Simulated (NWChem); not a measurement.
Species: C3H3F3; SMILES CC(F)=C(F)F

```xyz
9

C     -1.1645    -1.5190     0.0000
C      0.0283    -0.6423     0.0000
F      1.2110    -1.2673     0.0000
C      0.0271     0.6905     0.0000
F     -1.0723     1.4119     0.0000
F      1.1034     1.4359     0.0000
H     -2.0872    -0.9259     0.0000
H     -1.1623    -2.1702    -0.8889
H     -1.1623    -2.1702     0.8889
```
Atoms are numbered in this order, from 1.

Coordinates come from a PBE0/def2-SVP optimisation.

Task: Give the principal values of the shielding tensors (ppm) of C1, C2, F3, C4, F5 from B3LYP/6-311G** (spherical d), GIAO (NWChem), with their diamagnetic and paramagnetic parts as GIAO splits them.

Result: 
```json
[
 {"atom": "C1", "σ11": "161.8", "σ22": "162.5", "σ33": "184.5", "isotropic": "169.6", "diamagnetic": "247.6", "paramagnetic": "-78.0"},
 {"atom": "C2", "σ11": "10.0", "σ22": "62.6", "σ33": "82.2", "isotropic": "51.6", "diamagnetic": "253.7", "paramagnetic": "-202.1"},
 {"atom": "F3", "σ11": "287.1", "σ22": "370.8", "σ33": "419.5", "isotropic": "359.1", "diamagnetic": "473.9", "paramagnetic": "-114.8"},
 {"atom": "C4", "σ11": "-42.4", "σ22": "49.3", "σ33": "59.0", "isotropic": "22.0", "diamagnetic": "252.1", "paramagnetic": "-230.2"},
 {"atom": "F5", "σ11": "266.6", "σ22": "303.9", "σ33": "339.7", "isotropic": "303.4", "diamagnetic": "471.9", "paramagnetic": "-168.5"}
]
```
